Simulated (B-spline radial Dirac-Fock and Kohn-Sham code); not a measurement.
## How the binding energies of Cd⁴⁷⁺ add up

System: cadmium as Cd⁴⁷⁺, 1s1; nuclear rms radius 4.6087 fm (A = 114).

The computed values come from a B-spline atomic structure program: Dirac-Fock ΔSCF + Breit + QED. Correlation energy is missing from these numbers. Energies are counted from the vacuum level.

All terms are in eV, carry their sign (relaxation lowers the binding energy) and add up to the binding energy; ⟨r⟩ is the mean radius of the orbital in the initial state.

| subshell | −ε (Koopmans) | relaxation | Breit | QED | binding energy | ⟨r⟩ (bohr) |
| --- | --- | --- | --- | --- | --- | --- |
| 1s | 32371.4 | 0.00 | 0.00 | -29.76 | 32341.7 | 0.030 |

For the deepest level, K (1s), the Breit terms make up 0.000 % of the binding energy, QED -0.092 % and orbital relaxation 0.000 %.

Going to the tabulated ground configuration of the next ion removes an electron from K (1s), computed at 32341.7 eV. NIST lists 32341.59 ± 0.009 eV as the ionisation energy of this species (theoretical), -0.08 eV from the computed value.
